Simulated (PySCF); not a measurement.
Lowest empty level (eV) of eight silicon and germanium compounds: PBE beside ωB97X, computed with PySCF for isolated molecules in the bases named; differences from unrounded values. The eight are the first of their class met in an unordered collection, after screening for sound electronic states; none was chosen by its value. Each molecule has one DFT geometry for both levels.

| molecule | basis | ωB97X | PBE | difference |
|---|---|---|---|---|
| FH6NOSi2, SMILES N[Si@@H](O)[SiH2]F | def2-TZVP | 1.34 | -1.56 | -2.90 |
| C₂H₆O₂Si, SMILES [SiH2](C)C(O)=O | def2-TZVP | 1.67 | -1.71 | -3.37 |
| Si(F)2(OMe)(NH2) (CH₅F₂NOSi), SMILES CO[Si](N)(F)F | def2-TZVP | 2.60 | -0.35 | -2.95 |
| C3H6O2Si, SMILES O[SiH](O)C=C=C | def2-TZVP | 1.70 | -1.42 | -3.12 |
| C₂H₉ClSi₃, SMILES C=C(Cl)[SiH2][SiH2][SiH3] | def2-TZVP | 1.18 | -1.88 | -3.06 |
| silolane (C4H10Si), SMILES C1C[SiH2]CC1 | def2-TZVP | 2.78 | 0.04 | -2.74 |
| CH4Cl2OSi2, SMILES Cl[Si]1(Cl)CO[SiH2]1 | def2-TZVP | 1.19 | -1.73 | -2.92 |
| CH8FNSi2, SMILES N[SiH2][SiH2]CF | def2-TZVP | 1.66 | -1.18 | -2.84 |

PBE lies below ωB97X in 8 and above it in 0 of the eight; the mean signed difference is -2.99 and the largest -3.37 eV.
